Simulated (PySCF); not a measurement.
**How the method moves the HOMO and LUMO of `CCP(CC)CC`**

Compound: C6H15P.
Geometry (PBE0-D3(BJ)/def2-SVP, Å), atoms numbered from 1 in this order:
```xyz
22
C6H15P angstrom
C     -1.652   -2.284    0.346
C     -0.322   -1.559    0.486
P     -0.166   -0.076   -0.627
C      1.528    0.504   -0.121
C      2.656   -0.315   -0.731
C     -1.201    1.135    0.335
C     -1.263    2.516   -0.302
H     -2.499   -1.647    0.647
H     -1.829   -2.594   -0.696
H     -1.684   -3.186    0.976
H     -0.145   -1.255    1.534
H      0.503   -2.239    0.214
H      1.609    1.553   -0.453
H      1.599    0.517    0.982
H      2.589   -0.327   -1.830
H      2.634   -1.362   -0.389
H      3.640    0.095   -0.458
H     -2.214    0.705    0.389
H     -0.829    1.195    1.374
H     -0.273    2.999   -0.331
H     -1.933    3.185    0.259
H     -1.632    2.460   -1.338
```

Basis pcSseg-1 throughout (PySCF), one geometry. One conformer (not necessarily the lowest) at the PBE0-D3(BJ)/def2-SVP geometry, without solvent, vibrations or thermal averaging.

Task: How do the orbital energies, the gap and the dipole change with the method?

Result: 
```csv
method,kind,HOMO (eV),LUMO (eV),gap (eV),μ (D),SCF cycles
LDA,LDA,-5.28,0.19,5.47,1.25,13
B3LYP,global hybrid,-6.12,0.99,7.11,1.17,12
PBE0,global hybrid,-6.31,1.26,7.56,1.27,12
mPW1PW91,global hybrid,-6.33,1.28,7.61,1.27,12
wB97X-D,range-separated hybrid,-8.16,3.02,11.17,1.28,13
HF,Hartree–Fock,-8.88,4.30,13.18,1.28,9
```

The HOMO spans 3.60 eV, from LDA down to HF, and the gap runs from 5.47 eV (LDA) to 13.18 eV (HF). Over the methods LDA (0 %), B3LYP (20 %), PBE0 (25 %), mPW1PW91 (25 %), HF (100 %), a straight line through the gap against the share of exact exchange rises by 0.76 eV for each 10 % (correlation coefficient 1.000). The dipole ranges from 1.17 D (B3LYP) to 1.28 D (HF). This basis has no diffuse functions.
